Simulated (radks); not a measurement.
The numbers below are computed, except where a source is named.
The mean radii <r> (bohr) of the occupied orbitals of an atom or ion are listed with their occupations. Code: a radial shooting solver on a logarithmic mesh with Libxc functionals. Model: scalar-relativistic Kohn-Sham, LDA (Slater exchange, Perdew-Wang correlation), spin-unpolarised, spherical densities, finite nucleus; Fermi nuclear charge, rms radius of each element as measured or else 0.836 A^(1/3) + 0.57 fm.

| orbital | occ. | <r> |
|---|---|---|
| 1s | 2 | 0.02784 |
| 2s | 2 | 0.1200 |
| 2p | 6 | 0.1048 |
| 3s | 2 | 0.3227 |
| 3p | 6 | 0.3206 |
| 3d | 10 | 0.2970 |
| 4s | 2 | 0.7646 |
| 4p | 6 | 0.8212 |
| 4d | 10 | 0.9716 |
| 5s | 2 | 2.024 |
| 5p | 3 | 2.472 |

Name the element and its charge.

Answer. Z = 52, tellurium, charge +1: Te+ in [Kr] 4d10 5s2 5p3. The 1s radius gives Z: for a bare nucleus <r> = (2 gamma + 1)/(2Z) with gamma = sqrt(1 - (Z/c)^2), 0.02741 bohr for Z = 52, and screening makes it slightly larger (0.02784 here). The occupations add up to 51, and the charge is Z minus that.
